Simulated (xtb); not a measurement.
F5V, triplet, from a rough starting geometry (GFN-xTB shapes and energies of metal compounds can be far from the true ones) (the multiplicity is a formal guess); xtb with GFN2-xTB.

Input for xtb:
```
$ xtb mol.xyz --gfn 2 --uhf 2 --opt vtight --json

# file mol.xyz
6

V      0.01963087    -0.01929601     0.02597543
F      1.07634082    -0.66715555     1.04134879
F     -1.11042766     0.67238359    -1.02429909
F      0.14841411     1.45335865     0.71579518
F      0.97707177    -0.36745755    -1.28577166
F     -1.15206794    -1.11563904     0.48957105
```

Output, abridged:

```
   ID    Z sym.   atoms
    1   23 V      1
    2    9 F      2-6

           -------------------------------------------------
          |                Calculation Setup                |
           -------------------------------------------------

           -------------------------------------------------
          |                 G F N 2 - x T B                 |
           -------------------------------------------------

          ...................................................
          :                      SETUP                      :
          :.................................................:
          :  # basis functions                  30          :
          :  # atomic orbitals                  29          :
          :  # shells                           13          :
          :  # electrons                        40          :
          :  max. iterations                   250          :
          :  Hamiltonian                  GFN2-xTB          :
          :  restarted?                      false          :
          :  GBSA solvation                  false          :
          :  PC potential                    false          :
          :  electronic temp.          300.0000000     K    :
          :  accuracy                    1.0000000          :
          :  -> integral cutoff          0.2500000E+02      :
          :  -> integral neglect         0.1000000E-07      :
          :  -> SCF convergence          0.1000000E-05 Eh   :
          :  -> wf. convergence          0.1000000E-03 e    :
          :  Broyden damping             0.4000000          :
          :  net charge                          0          :
          :  unpaired electrons                  2          :
          ...................................................

 iter      E             dE          RMSdq      gap      omega  full diag
   1    -22.6175159 -0.226175E+02  0.219E+01    0.07       0.0  T
   2    -24.0018656 -0.138435E+01  0.176E+01    0.07       1.0  T
   3    -25.1063397 -0.110447E+01  0.106E+01    0.06       1.0  T
   4    -25.4112173 -0.304878E+00  0.784E+00    0.06       1.0  T
   5    -25.6001843 -0.188967E+00  0.588E+00    0.10       1.0  T
   6    -25.6794038 -0.792194E-01  0.418E+00    0.07       1.0  T
   7    -25.6218241  0.575797E-01  0.379E+00    0.13       1.0  T
   8    -25.7049181 -0.830940E-01  0.193E+00    0.06       1.0  T
   9    -25.6796124  0.253057E-01  0.247E+00    0.07       1.0  T
  10    -25.7203039 -0.406915E-01  0.140E+00    0.08       1.0  T
  11    -25.7296604 -0.935646E-02  0.866E-01    0.08       1.0  T
  12    -25.7316176 -0.195727E-02  0.665E-01    0.08       1.0  T
  13    -25.7334479 -0.183026E-02  0.519E-01    0.08       1.0  T
  14    -25.7351005 -0.165257E-02  0.270E-01    0.09       1.0  T
  15    -25.7344680  0.632479E-03  0.338E-01    0.08       1.0  T
  16    -25.7350851 -0.617112E-03  0.192E-01    0.09       1.0  T
  17    -25.7354253 -0.340203E-03  0.449E-02    0.08       1.0  T
  18    -25.7354262 -0.914328E-06  0.412E-02    0.08       1.0  T
  19    -25.7354405 -0.142932E-04  0.856E-03    0.08       4.8  T
  20    -25.7354410 -0.520464E-06  0.374E-03    0.08      10.9  T
  21    -25.7354411 -0.386994E-07  0.285E-03    0.08      14.3  T
  22    -25.7354411 -0.551457E-07  0.129E-03    0.08      31.7  T
  23    -25.7354411 -0.134189E-07  0.301E-04    0.08     135.8  T
  24    -25.7354411 -0.579515E-09  0.150E-04    0.08     273.0  T

   *** convergence criteria satisfied after 24 iterations ***

 transition dipole moment (au) for excitation:          20          21
     X       Y       Z
   0.0773   0.2776   0.1018  total (au/Debye):    0.306   0.777
 dE (eV)             :    4.325
 oscillator strength :  0.13995E-01

         :::::::::::::::::::::::::::::::::::::::::::::::::::::
         ::                     SUMMARY                     ::
         :::::::::::::::::::::::::::::::::::::::::::::::::::::
         :: total energy             -25.688543180472 Eh    ::
         :: gradient norm              0.105480298489 Eh/a0 ::
         :: HOMO-LUMO gap              0.084672074014 eV    ::
         ::.................................................::
         :: SCC energy               -25.735440731329 Eh    ::
         :: -> isotropic ES            0.050946105919 Eh    ::
         :: -> anisotropic ES         -0.000663047336 Eh    ::
         :: -> anisotropic XC         -0.000879234321 Eh    ::
         :: -> dispersion             -0.002569206740 Eh    ::
         :: repulsion energy           0.046897550856 Eh    ::
         :: add. restraining           0.000000000000 Eh    ::
         :: total charge               0.000000000171 e     ::
         :::::::::::::::::::::::::::::::::::::::::::::::::::::

      -----------------------------------------------------------
     |                   =====================                   |
     |                        A N C O P T                        |
     |                   =====================                   |
     |               Approximate Normal Coordinate               |
     |                Rational Function Optimizer                |
      -----------------------------------------------------------
      -----------------------------------------------------------
     |                   =====================                   |
     |                        A N C O P T                        |
     |                   =====================                   |
     |               Approximate Normal Coordinate               |
     |                Rational Function Optimizer                |
      -----------------------------------------------------------

          ...................................................
          :                      SETUP                      :
          :.................................................:
          :   optimization level         verytight          :
[...]
 * total energy  :   -25.7177904 Eh     change       -0.3736600E-03 Eh
 * total energy  :   -25.7180711 Eh     change       -0.2807058E-03 Eh
 * total energy  :   -25.7182127 Eh     change       -0.1415238E-03 Eh
 * total energy  :   -25.7182559 Eh     change       -0.4319863E-04 Eh
 * total energy  :   -25.7183016 Eh     change       -0.4570588E-04 Eh
 * total energy  :   -25.7183245 Eh     change       -0.2288376E-04 Eh
 * total energy  :   -25.7183342 Eh     change       -0.9719063E-05 Eh
 * total energy  :   -25.7183383 Eh     change       -0.4129720E-05 Eh
 * total energy  :   -25.7183412 Eh     change       -0.2913074E-05 Eh
 * total energy  :   -25.7183423 Eh     change       -0.1084137E-05 Eh
 * total energy  :   -25.7183429 Eh     change       -0.6166749E-06 Eh
 * total energy  :   -25.7183431 Eh     change       -0.1556430E-06 Eh
 * total energy  :   -25.7183432 Eh     change       -0.9818806E-07 Eh
   *** GEOMETRY OPTIMIZATION CONVERGED AFTER 25 ITERATIONS ***
[...]
   1    -25.7509453 -0.257509E+02  0.223E-04    0.94       0.0  T
   2    -25.7509453  0.287280E-08  0.542E-04    0.94      75.3  T
   3    -25.7509453  0.141381E-07  0.119E-03    0.94      34.4  T
   4    -25.7509453 -0.169338E-07  0.198E-04    0.94     206.3  T

   *** convergence criteria satisfied after 4 iterations ***

 transition dipole moment (au) for excitation:          20          21
     X       Y       Z
  -0.2928   0.1107   0.3804  total (au/Debye):    0.493   1.252
 dE (eV)             :    2.819
 oscillator strength :  0.23700E-01

         :::::::::::::::::::::::::::::::::::::::::::::::::::::
         ::                     SUMMARY                     ::
         :::::::::::::::::::::::::::::::::::::::::::::::::::::
         :: total energy             -25.718343170613 Eh    ::
         :: gradient norm              0.000082289755 Eh/a0 ::
         :: HOMO-LUMO gap              0.939181570816 eV    ::
         ::.................................................::
         :: SCC energy               -25.750944761405 Eh    ::
         :: -> isotropic ES            0.052692906030 Eh    ::
         :: -> anisotropic ES         -0.000360599504 Eh    ::
         :: -> anisotropic XC         -0.001516485934 Eh    ::
         :: -> dispersion             -0.002510859058 Eh    ::
         :: repulsion energy           0.032601590793 Eh    ::
         :: add. restraining           0.000000000000 Eh    ::
         :: total charge               0.000000000009 e     ::
         :::::::::::::::::::::::::::::::::::::::::::::::::::::

           -------------------------------------------------
          |                Property Printout                |
           -------------------------------------------------

    * Orbital Energies and Occupations

         #    Occupation            Energy/Eh            Energy/eV
      -------------------------------------------------------------
         1        2.0000           -0.9549888             -25.9866
       ...           ...                  ...                  ...
         9        2.0000           -0.5984048             -16.2834
        10        2.0000           -0.5898456             -16.0505
        11        2.0000           -0.5821242             -15.8404
        12        2.0000           -0.5815794             -15.8256
        13        2.0000           -0.5805078             -15.7964
        14        2.0000           -0.5756599             -15.6645
        15        2.0000           -0.5717591             -15.5584
        16        1.9965           -0.5663602             -15.4114
        17        1.9838           -0.5648942             -15.3716
        18        1.8907           -0.5629887             -15.3197
        19        1.7637           -0.5621101             -15.2958
        20        1.3653           -0.5604705             -15.2512
        21        1.0000           -0.4568747             -12.4322 (HOMO)
        22                         -0.4223604             -11.4930 (LUMO)
        23                         -0.3881505             -10.5621
        24                         -0.3637993              -9.8995
        25                         -0.2138495              -5.8191
        26                          0.3717820              10.1167
        27                          0.4664075              12.6916
        28                          0.5092128              13.8564
        29                          0.5201939              14.1552
      -------------------------------------------------------------
                  HL-Gap            0.0345143 Eh            0.9392 eV
             Fermi-level           -0.5003064 Eh          -13.6140 eV

     #   Z          covCN         q      C6AA      α(0)
     1  23 V        3.362     0.616   114.852    19.374
     2   9 F        0.669    -0.108    10.349     3.797
     3   9 F        0.669    -0.108    10.346     3.797
     4   9 F        0.675    -0.137    10.617     3.847
     5   9 F        0.674    -0.127    10.528     3.830
     6   9 F        0.675    -0.136    10.617     3.847

 Mol. C6AA /au·bohr⁶  :        704.022436
 Mol. C8AA /au·bohr⁸  :      31447.220878
 Mol. α(0) /au        :         38.492084

Wiberg/Mayer (AO) data.
largest (>0.10) Wiberg bond orders for each atom

 ---------------------------------------------------------------------------
     #   Z sym  total        # sym  WBO       # sym  WBO       # sym  WBO
 ---------------------------------------------------------------------------
     1  23 V    5.315 --     4 F    1.306     6 F    1.305     5 F    1.166
                             2 F    0.771     3 F    0.768
     2   9 F    1.009 --     1 V    0.771     3 F    0.137
     3   9 F    1.007 --     1 V    0.768     2 F    0.137
     4   9 F    1.463 --     1 V    1.306
     5   9 F    1.352 --     1 V    1.166
     6   9 F    1.463 --     1 V    1.305
 ---------------------------------------------------------------------------

Topologies differ in total number of bonds
Writing topology from bond orders to xtbtopo.mol

molecular dipole:
                 x           y           z       tot (Debye)
 q only:       -0.104       0.039       0.135
   full:       -0.279       0.106       0.364       1.197
molecular quadrupole (traceless):
                xx          xy          yy          xz          yz          zz
 q only:       -0.061       0.069      -0.173      -0.840       0.389       0.234
  q+dip:       -0.303       0.735       0.382      -1.443       0.814      -0.079
   full:       -0.394       0.941       0.479      -1.890       1.064      -0.084

optimized geometry written to: xtbopt.xyz

           -------------------------------------------------
          | TOTAL ENERGY              -25.718343170613 Eh   |
          | GRADIENT NORM               0.000082289755 Eh/α |
          | HOMO-LUMO GAP               0.939181570816 eV   |
           -------------------------------------------------

normal termination of xtb
```
